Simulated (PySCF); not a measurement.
## Excitation energy of Xe by level of theory

Xe [Xe] (1S) → Xe [Kr] 4d10 5s1 5p6 6p1 (3P), as a difference of total energies. Calculation: PySCF 2.14, in aug-cc-pVQZ-PP with ECP28MDF; a scalar-relativistic core potential. Correlated levels: valence: 4s2 4p6 4d10 frozen. The calculations carry no spin-orbit coupling.

| method | excitation energy (cm⁻¹) |
| --- | --- |
| UHF | 195680 |
| LDA | 179330 |
| PBE | 176640 |
| r2SCAN | 182440 |
| BLYP | 176510 |
| B97-3 | 183890 |
| M06-2X | 187440 |
| MP2 (valence) | 187540 |
| SCS-MP2 (valence) | 185920 |

Problem. Estimate what PBE0 gives.

Solution. 183330 cm⁻¹, closest to B97-3 among the rows shown.

Problem. Estimate what TPSS gives.

Solution. 178500 cm⁻¹, closest to LDA among the rows shown.

The upper state lies above the first ionisation limit, where it may autoionise and the basis confines it. A Rydberg-like electron needs more diffuse functions than a valence basis has.

The promoted electron is Rydberg-like, and one or two diffuse shells describe it only roughly, which tends to raise the upper state.
